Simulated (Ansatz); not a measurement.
`CS[SiH2]S` + HI → `CS[SiH2]I` + H₂S at 600 K and 1 bar (ligand exchange at the Si–S bond).

Gas-phase electronic energies from Ansatz, PBE0-D4/def2-TZVP geometries. CCSD(T)/CBS adds triple-zeta CCSD(T) − MP2 to the extrapolated MP2 energy (def2 sets, frozen cores). This one scheme is used for every species. def2 core potentials past Kr. For I outer-core shells are correlated without core-valence functions, which leaves a few kJ/mol of doubt a bond. Each species was taken in one conformer, which may not be the lowest.

```tsv
species	CCSD(T)/CBS energy (Eh)	H − E (kJ/mol)	S (J/(mol·K))
`CS[SiH2]S`	-1126.34514	235.2	442.4
HI	-298.03592	31.6	227.0
`CS[SiH2]I`	-1025.41950	207.1	444.5
H₂S	-398.97279	60.8	230.9
```

H − E and S are ideal-gas, rigid-rotor, harmonic terms from PBE0-D4/def2-TZVP, for one conformer and one mirror image of each species. 1 Eh = 2625.50 kJ/mol, R = 8.31446 J/(mol·K).

By hand: ΔE, ΔH, ΔS and ΔG.

ΔE = (-1025.41950) + (-398.97279) − (-1126.34514) − (-298.03592) = -0.01123 Eh = -29.5 kJ/mol. Δ(H − E) = 207.1 + 60.8 − 235.2 − 31.6 = 1.1, so ΔH = -28.4 kJ/mol. ΔS = 444.5 + 230.9 − 442.4 − 227.0 = 6.0 J/(mol·K). ΔG = -28.4 − 600 × (6.0)/1000 = -32.0 kJ/mol.

By hand: the equilibrium constant, and the temperature at which ΔG would vanish if ΔH and ΔS stayed fixed.

log₁₀ K = −ΔG/(RT ln 10) = 2.8. ΔH and −TΔS have one sign here, so there is no such temperature.

The number of gas molecules stays the same, so ΔS is small and ΔH decides. A doubt of 5 kJ/mol in ΔE shifts log₁₀ K by 0.4 here. Other conformers and mirror images would add mixing entropy, several J/(mol·K) or more a flexible species. These are equilibria of isolated gas molecules and say nothing of rates. Largest T1 diagnostic: 0.011 (customary marks: 0.02 for closed shells, 0.045 for open ones).

ΔS is within the doubt of such terms, so its sign, and with it that verdict, could turn.
